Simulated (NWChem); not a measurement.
System: SF anion

The following NWChem deck was run.

```
start job
memory heap 200 mb stack 900 mb global 1100 mb
charge -1
geometry units angstroms
  F      0.000000     0.000000    -1.124567
  S      0.000000     0.000000     0.635976
end
basis spherical
  F library def2-svp
  S library def2-svp
end
dft
  xc slater vwn_5
  iterations 150
end
driver
  maxiter 120
end
task dft optimize
task dft freq
```

Sets without diffuse functions describe the anion's extra electron poorly. The highest occupied level is positive, so the extra electron may be held by the finite basis.

The level has its own optimisation; frequencies are unscaled.

Problem. What results follow from this input? (LDA (Slater exchange, VWN5)/def2-SVP.) Quantities: r F–S (Å); highest harmonic frequency (cm⁻¹); zero-point energy (kcal/mol).

Solution. 
| Property | Result |
|---|---|
| r F–S (Å) | 1.737 |
| highest harmonic frequency (cm⁻¹) | 667 |
| zero-point energy (kcal/mol) | 1.0 |
